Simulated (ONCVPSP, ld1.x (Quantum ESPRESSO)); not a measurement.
**Potentials for boron (B) compared**

Generated with ld1.x 7.5 (TM, RRKJ, ultrasoft, PAW), atompaw 4.2 or ONCVPSP 4.0.1. The cutoff is in Ry: for ld1.x and atompaw files where the sum of valence levels is converged to 10 mRy in a Bessel basis, for ONCV files where the hardest occupied wave has 1 mHa per electron of residual kinetic energy. The error is the largest all-electron minus pseudo excitation energy over each file’s own four to seven test configurations (ionisations up to +4, promotions, holes and added fractions of an electron), all of which were solved. The labels leave out finer settings (local radius, basis sizes, second energies), which also bear on the numbers. Spin-polarised tests are not counted. The rows are a selection from randomly drawn settings: files with unsolved tests, undetermined cutoffs or missed reference levels are left out.

```tsv
potential	cutoff (Ry)	largest error (meV)	bound ghosts
ONCV, LDA (Perdew-Wang 92), scalar-relativistic, rc 1.45/4.00/3.90 (spd), local smoothed, core correction yes, reference 2s1.75 2p1.25, qcut 5/3.1/2.7, projectors 2/2/2	21	+1059	none
ONCV, PBE, scalar-relativistic, rc 1.25/3.55 (sp), local s, core correction no, reference 2s1.75 2p1.25, qcut 4.1/3.9, projectors 0/1	42	+604	none
ONCV, LDA (Perdew-Zunger), scalar-relativistic, rc 1.30/2.55/2.45 (spd), local s, core correction no, reference 2s2 2p1, qcut 4.3/5.8/3.8, projectors 0/2/3	26	+190	none
```

Question: Fill in the row for B: ONCV, PBEsol, scalar-relativistic, rc 1.20/4.00/3.80 (spd), local smoothed, core correction no, reference 2s2 2p1, qcut 5.3/3.1/2.4, projectors 2/2/1.

Answer: cutoff 23 Ry, largest error +816 meV, bound ghosts: none.

Question: Fill in the row for B: RRKJ, PW91, scalar-relativistic, rc 1.10/2.45 (sp), local s, core correction yes, reference 2s1 2p0.

Answer: cutoff 21 Ry, largest error +418 meV, bound ghosts: none.

Question: Fill in the row for B: ONCV, Wu-Cohen, scalar-relativistic, rc 1.10/2.30/2.45 (spd), local smoothed, core correction yes, reference 2s1.75 2p1.25, qcut 5.8/5/4, projectors 2/2/2.

Answer: cutoff 24 Ry, largest error +146 meV, bound ghosts: none.
